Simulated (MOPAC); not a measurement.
MOPAC input (PM7):

```
PM7 FORCE THERMO(298,298) PRECISE LET CHARGE=-1 GEO-OK AUX(PRECISION=9) THREADS=1
H7N2OSi2

N     1.72160886 1    1.65062316 1    0.43929441 1
Si    1.68459767 1    0.09144243 1   -0.16043270 1
O     0.16041121 1   -0.59613760 1   -0.34590672 1
Si   -1.36239848 1   -0.82900413 1   -0.22730442 1
N    -2.23420951 1    0.43784332 1    0.73900184 1
H     1.55769450 1    2.40127344 1   -0.21275945 1
H     2.34334476 1   -0.80707688 1    0.78428298 1
H     2.21040817 1   -0.13838498 1   -1.50729367 1
H    -2.01074403 1   -0.82341805 1   -1.53554546 1
H    -1.66724737 1   -2.09179980 1    0.43897891 1
H    -1.90253586 1    0.49459298 1    1.70097184 1
H    -2.13105318 1    1.37198130 1    0.34602414 1
```

Output:

```
 *******************************************************************************
 **                                                                           **
 **                              MOPAC v23.2.5                                **
 **                                                                           **
 *******************************************************************************
 ** MOPAC's Digital Object Identifier: https://doi.org/10.5281/zenodo.6511958 **
 **                                                                           **
 ** Please cite the open-source release paper for use of this MOPAC version:  **
 ** J. E. Moussa and J. J. P. Stewart (2026)                                  **
 ** MOPAC: An open-source semiempirical molecular orbital program             **
 ** J. Open Source Softw., 11(119), 8025, https://doi.org/10.21105/joss.08025 **
 *******************************************************************************

                              PM7 CALCULATION RESULTS

 *******************************************************************************
 *  PM7        - The PM7 Hamiltonian to be used
 *  GEO-OK     - OVERRIDE INTERATOMIC DISTANCE AND OTHER SAFETY CHECKS
 *
 *
 *
 *                 CHARGE ON SYSTEM = -1
 *
 *
 *
 *  LET        - OVERRIDE SOME SAFETY CHECKS
 *  PRECISE    - TIGHTER CRITERIA TO BE USED
 *  FORCE      - FORCE CALCULATION SPECIFIED
 *  AUX        - OUTPUT AUXILIARY INFORMATION
 *  THERMO     - THERMODYNAMIC QUANTITIES TO BE CALCULATED
 *******************************************************************************
PM7 FORCE THERMO(298,298) PRECISE LET CHARGE=-1 GEO-OK AUX(PRECISION=9) THREADS=1
 H7N2OSi2

   ATOM   CHEMICAL          X               Y               Z
  NUMBER   SYMBOL      (ANGSTROMS)     (ANGSTROMS)     (ANGSTROMS)

     1       N          1.72160886  *   1.65062316  *   0.43929441  *
     2      Si          1.68459767  *   0.09144243  *  -0.16043270  *
     3       O          0.16041121  *  -0.59613760  *  -0.34590672  *
     4      Si         -1.36239848  *  -0.82900413  *  -0.22730442  *
     5       N         -2.23420951  *   0.43784332  *   0.73900184  *
     6       H          1.55769450  *   2.40127344  *  -0.21275945  *
     7       H          2.34334476  *  -0.80707688  *   0.78428298  *
     8       H          2.21040817  *  -0.13838498  *  -1.50729367  *
     9       H         -2.01074403  *  -0.82341805  *  -1.53554546  *
    10       H         -1.66724737  *  -2.09179980  *   0.43897891  *
    11       H         -1.90253586  *   0.49459298  *   1.70097184  *
    12       H         -2.13105318  *   1.37198130  *   0.34602414  *

          CARTESIAN COORDINATES

    NO.       ATOM           X           Y           Z

     1         N          1.7216      1.6506      0.4393
     2        Si          1.6846      0.0914     -0.1604
     3         O          0.1604     -0.5961     -0.3459
     4        Si         -1.3624     -0.8290     -0.2273
     5         N         -2.2342      0.4378      0.7390
     6         H          1.5577      2.4013     -0.2128
[...]
 FREQUENCY          2309.82         Si 4 -- H  9         +50.9% ( 72.2%)     98.6%
 TRANSITION DIPOLE   0.0231         Si 4 -- H 10         +47.7% ( 69.9%)     98.4%
 TRAVEL (Ang.)       0.2404         Si 2 -- H  7          +0.6% (  7.9%)    100.0%
 REDUCED MASS        0.5050         Si 2 -- Si 4          +0.2% (  5.0%)      0.0%
 EFFECTIVE MASS      1.4101
 FORCE CONSTANT      1.5875

 VIBRATION         27   27A           ATOM PAIR      ENERGY CONTRIBUTION    RADIAL
 FREQUENCY          2319.27         Si 4 -- H 10         +51.3% ( 71.3%)     98.3%
 TRANSITION DIPOLE   0.2012         Si 4 -- H  9         +48.2% ( 69.1%)     98.1%
 TRAVEL (Ang.)       0.2422         Si 2 -- Si 4          +0.2% (  3.9%)     59.2%
 REDUCED MASS        0.4955         Si 4 -- N  5          +0.1% (  3.8%)     16.7%
 EFFECTIVE MASS      1.2163
 FORCE CONSTANT      1.5702

 VIBRATION         28   28A           ATOM PAIR      ENERGY CONTRIBUTION    RADIAL
 FREQUENCY          2730.93         N  5 -- H 11         +51.3% ( 73.4%)     97.4%
 TRANSITION DIPOLE   0.6889         N  5 -- H 12         +48.1% ( 71.0%)     97.2%
 TRAVEL (Ang.)       0.2199         Si 4 -- N  5          +0.7% (  8.3%)      0.0%
 REDUCED MASS        0.5107
 EFFECTIVE MASS      1.4741
 FORCE CONSTANT      2.2441

 VIBRATION         29   29A           ATOM PAIR      ENERGY CONTRIBUTION    RADIAL
 FREQUENCY          2787.94         N  1 -- H  6         +98.8% ( 99.6%)     99.3%
 TRANSITION DIPOLE   0.3960         N  1 -- Si 2          +0.5% (  7.1%)     26.2%
 TRAVEL (Ang.)       0.1616         N  5 -- H 11          +0.4% (  6.3%)     98.6%
 REDUCED MASS        0.9266         N  5 -- H 12          +0.3% (  5.8%)     98.0%
 EFFECTIVE MASS      1.3687
 FORCE CONSTANT      4.2436

 VIBRATION         30   30A           ATOM PAIR      ENERGY CONTRIBUTION    RADIAL
 FREQUENCY          2794.70         N  5 -- H 12         +51.3% ( 70.1%)     98.3%
 TRANSITION DIPOLE   0.5953         N  5 -- H 11         +47.7% ( 67.6%)     98.0%
 TRAVEL (Ang.)       0.2243         N  1 -- H  6          +0.8% (  8.7%)     99.1%
 REDUCED MASS        0.4794         Si 4 -- N  5          +0.3% (  5.1%)     44.1%
 EFFECTIVE MASS      1.2061
 FORCE CONSTANT      2.2062

      SYMMETRY NUMBER FOR POINT-GROUP C1  =  1

          SYSTEM IS A GROUND STATE

 H7N2OSi2

          MOLECULE IS NOT LINEAR

          THERE ARE 30 GENUINE VIBRATIONS IN THIS SYSTEM
          THIS THERMODYNAMICS CALCULATION IS LIMITED TO
          MOLECULES WHICH HAVE NO INTERNAL ROTATIONS

                    CALCULATED THERMODYNAMIC PROPERTIES
                                          *
   TEMP. (K)   PARTITION FUNCTION   H.O.F.    ENTHALPY  HEAT CAPACITY ENTROPY
                                   KCAL/MOL   CAL/MOLE    CAL/K/MOL  CAL/K/MOL

 298.00  VIB.     0.2051D+03                  3292.4198    21.9672    21.6270
         ROT.     0.2308D+06                   888.2803     2.9808    27.5215
         INT.     0.4733D+08                  4180.7002    24.9480    49.1485
         TRA.     0.1074D+28                  1480.4672     4.9680    39.9241
         TOT.                     -138.370    5661.1673    29.9161    89.0726

   *: NOTE: HEATS OF FORMATION ARE RELATIVE TO THE
            ELEMENTS IN THEIR STANDARD STATE AT 298K
              (=  Standard Enthalpy of Formation).

            Hvib:  Zero-point energy is not included.
                   frequencies of less than zero cm-1 are not included.
            Hrot = (3/2)RT
            Htra = (3/2)RT + pV = (5/2)RT

            Heat capacity is Cp, not Cv

          For more information, see: HTTP://OpenMOPAC.net/Manual/thermochemistry.html

           FORCE CONSTANT IN CARTESIAN COORDINATES (Millidynes/A)

    ATOM   CHEMICAL       X               Y               Z
   NUMBER   SYMBOL  FORCE CONSTANT  FORCE CONSTANT  FORCE CONSTANT

      1       N        6.089176        0.570308        3.757037
      2      Si        6.904571        4.446171        5.358676
      3       O        1.251317        7.375785        0.620779
      4      Si        5.471005        7.258096        5.417908
      5       N        6.096537        2.214895        5.669718
      6       H        1.638764        0.210286        3.174555
      7       H        0.670901        0.813156        2.267396
      8       H        0.907523        0.823844        1.968601
      9       H        0.611487        0.796738        2.350216
     10       H        1.492163        0.514781        1.752017
     11       H        1.416908        0.467119        3.568703
     12       H        2.660770        0.282599        2.497505

 **********************
 *                    *
 * JOB ENDED NORMALLY *
 *                    *
 **********************

 == MOPAC DONE ==
```

The dipole moment of an ion depends on the origin.
